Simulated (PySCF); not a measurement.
Species: PP3SSeSe nortricyclane, P₄SSe₂.
Bonds: P1–S2, P1–Se5, P1–Se7, S2–P3, P3–P4, P3–P6, P4–Se5, P4–P6, P6–Se7.

Method: PySCF 2.14.0, density-fitted response routines, TDDFT wB97X-D/def2-SVPD, vertical, gas phase, core orbitals frozen in the response. One conformer (not necessarily the lowest) at the PBE0-D3(BJ)/def2-SVP geometry, without solvent, vibrations or thermal averaging. The wB97X-D/def2-SVPD calculation is non-relativistic and has no spin–orbit coupling, an omission that weighs most on selenium.

Orbital energies (eV): HOMO-3 -9.80, HOMO-2 -9.23, HOMO-1 -8.93, HOMO -8.91, LUMO -0.91, LUMO+1 0.23, LUMO+2 0.32.

Computed singlets:

```csv
state,E (eV),f
S1,3.63,0.0013
S2,3.65,0.0003
S3,3.94,0.0003
S4,4.68,0.0004
S5,4.78,0.0011
S6,4.82,0.0014
S7,5.04,0.0003
S8,5.08,0.0004
S9,5.11,0.0025
S10,5.12,0.0021
```

Task: Assign a leading configuration to S1, S2, S3 and S4 and set E beside the orbital difference Δε.

Result: 

```
state  leading configuration  weight  Δε (eV)  E (eV)  E − Δε (eV)       f  other configurations
   S1              HOMO→LUMO    0.96     8.00    3.63        -4.37  0.0013                     –
   S2            HOMO-1→LUMO    0.96     8.02    3.65        -4.38  0.0003                     –
   S3            HOMO-2→LUMO    0.93     8.32    3.94        -4.38  0.0003                     –
   S4            HOMO-3→LUMO    0.91     8.90    4.68        -4.21  0.0004                     –
```

E − Δε runs from -4.38 to -4.21 eV. Among themselves, these states come in the order of their orbital differences.

H and L stand for HOMO and LUMO. The other states: S5 4.78 eV, f 0.0011, H→L+1 (46%), H-1→L+2 (24%), H-4→L (14%); S6 4.82 eV, f 0.0014, H-1→L+1 (44%), H→L+2 (42%); S7 5.04 eV, f 0.0003, H-1→L+4 (25%), H-5→L (23%), H→L+3 (12%); S8 5.08 eV, f 0.0004, H→L+1 (27%), H-1→L+3 (26%), H-1→L+2 (21%); S9 5.11 eV, f 0.0025, H-1→L+2 (38%), H-4→L (22%), H-2→L+2 (11%); S10 5.12 eV, f 0.0021, H-1→L+4 (20%), H→L+5 (14%), H→L+2 (13%).

Task: Pair triplets and singlets of the same leading configuration (75% or more in both) and give the splittings.

Result: 

```json
{"configuration": "HOMO→LUMO", "triplet": "T1", "E(T) (eV)": "3.33", "singlet": "S1", "E(S) (eV)": "3.63", "E(S) − E(T) (eV)": "+0.30"}
{"configuration": "HOMO-1→LUMO", "triplet": "T2", "E(T) (eV)": "3.34", "singlet": "S2", "E(S) (eV)": "3.65", "E(S) − E(T) (eV)": "+0.31"}
{"configuration": "HOMO-2→LUMO", "triplet": "T3", "E(T) (eV)": "3.64", "singlet": "S3", "E(S) (eV)": "3.94", "E(S) − E(T) (eV)": "+0.30"}
{"configuration": "HOMO-3→LUMO", "triplet": "T4", "E(T) (eV)": "4.29", "singlet": "S4", "E(S) (eV)": "4.68", "E(S) − E(T) (eV)": "+0.39"}
```

The 4 triplets are Tamm–Dancoff values, the singlets full response.

Summed over the main configurations (up to three a state, each over 8%) of all 10 singlets, the electron leaves HOMO-1 with weight 2.94, HOMO with weight 2.51, HOMO-2 with weight 1.04 and HOMO-3 with weight 0.91.
